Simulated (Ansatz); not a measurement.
Ansatz (an electronic-structure program) input (PBE0/STO-3G):

Ansatz 0.2 input:
```yaml
crystal:
  periodic: [false, false, false]
  atoms:
    - {symbol: Si, position_ang: [0.05308967, 0.52672487, 0.03780460]}
    - {symbol: C, position_ang: [-1.63051749, -0.20937202, 0.19492714]}
    - {symbol: C, position_ang: [1.34627697, -0.80031574, -0.24846337]}
    - {symbol: H, position_ang: [0.05996575, 1.50837017, -1.07909859]}
    - {symbol: H, position_ang: [0.39016585, 1.28881597, 1.27277112]}
    - {symbol: H, position_ang: [-1.79527009, -1.26792888, 0.36578872]}
    - {symbol: H, position_ang: [-2.53776073, 0.38347365, 0.15223299]}
    - {symbol: H, position_ang: [1.35596372, -1.51621379, 0.57613884]}
    - {symbol: H, position_ang: [1.14543969, -1.34903156, -1.17057410]}
    - {symbol: H, position_ang: [2.34368359, -0.36350714, -0.32530590]}
basis:
  gaussian:
    orbitals: STO-3G
hamiltonian:
  xc: {name: PBE0}
magnetization: {spin_polarized: true, initial_magnetization: 1}
```

End of the output:

```
integrals: 0.01 GiB planned
326 factors; integrals over basis functions are off by at most 4.7e-5 eV
0.07 GiB of the device are held for the grids
0.07 GiB of device memory are held for the factors and their scratch space
mean field: 0.12 GiB planned
mean field evaluation 1: about -9940.9785 eV, gradient 9.9e0 eV
mean field evaluation 2: about -9941.4342 eV, gradient 6.1e0 eV
mean field evaluation 4: about -9941.6784 eV, gradient 3.4e-1 eV
mean field evaluation 8: about -9941.6360 eV, gradient 3.6e-3 eV
mean field -9941.63598924 eV, -365.3483839217 hartree, gradient 2.9e-5 eV, S^2 0.755400; 0 other end points of the search recorded, 0 dependent functions left out
reference -9941.63600636 eV, -365.3483845508 hartree; 17, 16 occupied and 9, 10 virtual orbitals, 326 factors
Total energy: -9941.63600636 eV, -365.3483845508 hartree
```

It need not be the lowest isomer of its formula.
